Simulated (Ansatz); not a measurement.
C$_{4}$H$_{9}$, charge -1, singlet, geometry from GFN2-xTB (a gas-phase anion, which may not be bound at this level); Ansatz (a first-principles code) with HF/6-31G.

Ansatz was given this input:
Ansatz 0.2 input:
```yaml
crystal:
  periodic: [false, false, false]
  atoms:
    - {symbol: C, position_ang: [0.00360706, 0.07275878, 0.35852744]}
    - {symbol: H, position_ang: [0.01413019, -0.02455558, 1.49184561]}
    - {symbol: C, position_ang: [0.00197210, 1.48905250, -0.21294948]}
    - {symbol: H, position_ang: [-0.87836911, 2.02265113, 0.26479170]}
    - {symbol: H, position_ang: [0.89409793, 2.01789160, 0.24792523]}
    - {symbol: C, position_ang: [1.24251803, -0.68650164, -0.13018073]}
    - {symbol: H, position_ang: [1.27251834, -0.67330054, -1.21910898]}
    - {symbol: H, position_ang: [2.14853428, -0.20354655, 0.23586489]}
    - {symbol: H, position_ang: [1.24765967, -1.73021109, 0.20964392]}
    - {symbol: C, position_ang: [-1.24843893, -0.67981278, -0.10647724]}
    - {symbol: H, position_ang: [-1.29908454, -0.66639513, -1.19463808]}
    - {symbol: H, position_ang: [-1.25271749, -1.72349693, 0.23343705]}
    - {symbol: H, position_ang: [-2.14471882, -0.19201806, 0.27671870]}
basis:
  gaussian:
    orbitals: 6-31G
    point_charges:
      - {charge: -1.0, position_ang: [3.8268, -1.8500, 3.2206]}
hamiltonian:
  xc: hf
total_charge: -1
```

Q: What does Ansatz print? Leave out banner, timings and long lists.

A: 
```
Functional definition: HF
796 factors; integrals over basis functions are off by at most 2.0e-4 eV
mean field evaluation 1: about -4254.3286 eV, gradient 2.6e1 eV
mean field evaluation 2: about -4254.3244 eV, gradient 2.6e1 eV
mean field evaluation 4: about -4256.5755 eV, gradient 2.8e0 eV
mean field evaluation 8: about -4256.6049 eV, gradient 1.5e-2 eV
mean field -4256.60491254 eV, -156.4273453054 hartree, gradient 4.4e-5 eV, S^2 0.000000; 0 other end points of the search recorded, 0 dependent functions left out
reference -4256.60491254 eV, -156.4273453054 hartree; 17, 17 occupied and 37, 37 virtual orbitals, 796 factors
Total energy: -4256.60491254 eV, -156.4273453054 hartree
```
